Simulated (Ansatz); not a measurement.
`C=NB(F)Cl` + `[F][Ga]([F])[SiH3]` → `C=NB(F)[SiH3]` + `[F][Ga]([F])[Cl]`  (redistribution)

Isolated molecules relaxed with PBE0-D4/def2-TZVP in Ansatz; ΔE leaves out vibrations. CCSD(T)/CBS adds triple-zeta CCSD(T) − MP2 to the extrapolated MP2 energy (def2 sets, frozen cores). DFT in def2-TZVPP. B3LYP here is the variant with VWN-RPA as its local correlation; programs differ in this. For Ga outer-core shells are correlated without core-valence functions, which leaves a few kJ/mol of doubt a bond. Scalar relativity is left out up to krypton. Each species was taken in one conformer, which may not be the lowest.

`C=NB(F)Cl`:

Z-matrix (Å, degrees):
```
C
N 1 1.243
H 1 1.094 2 120.8
H 1 1.097 2 122.8 3 180.0
B 2 1.384 1 150.5 3 -178.2
Cl 5 1.761 2 120.4 1 89.1
F 5 1.326 2 120.9 1 -95.8
```

`[F][Ga]([F])[SiH3]`:

Cartesian coordinates in Å:
```
F 0.216 -1.983 -1.804
Ga 0.773 -0.738 -0.708
F 2.519 -0.632 -0.744
Si -0.660 0.631 0.623
H 0.118 1.207 1.745
H -1.777 -0.201 1.133
H -1.188 1.714 -0.245
```

`C=NB(F)[SiH3]`:

```xyz
10

C     0.618   -2.089    0.416
N     0.679   -0.945   -0.059
B     0.653    0.336   -0.533
F     1.649    0.781   -1.317
Si   -0.896    1.549   -0.038
H     1.058   -2.331    1.389
H     0.127   -2.908   -0.120
H    -1.603    2.025   -1.260
H    -0.409    2.747    0.700
H    -1.877    0.835    0.823
```

`[F][Ga]([F])[Cl]`:

Z-matrix (Å, degrees):
```
Ga
F 1 1.729
Cl 1 2.096 2 121.7
F 1 1.729 2 116.7 3 180.0
```

```
             level  ΔE (kcal/mol)  difference from CCSD(T)/CBS
            PBE-D4            8.2                          0.7
         r2SCAN-D4            7.2                         -0.3
          B3LYP-D4            7.8                          0.3
           ωB97X-V            7.1                         -0.4
            B2PLYP            7.1                         -0.4
               PBE            8.2                          0.7
            r2SCAN            7.2                         -0.3
              PBE0            7.6                          0.1
             B3LYP            7.9                          0.4
   CCSD/def2-TZVPP            6.1                         -1.4
CCSD(T)/def2-TZVPP            6.2                         -1.3
     HF/def2-QZVPP            4.7                         -2.8
    MP2/def2-QZVPP            7.2                         -0.3
SCS-MP2/def2-QZVPP            6.6                         -0.9
      HF/CBS(def2)            4.7                         -2.8
    CCSD/CBS(def2)            7.5                          0.0
       CCSD(T)/CBS            7.5                            0
```

Largest T1 diagnostic among the species: 0.015.

In def2-TZVPP, CCSD(T) changes the Hartree–Fock value by +1.4 kcal/mol (the triples alone add +0.0 kcal/mol) and MP2 by +1.7 kcal/mol.
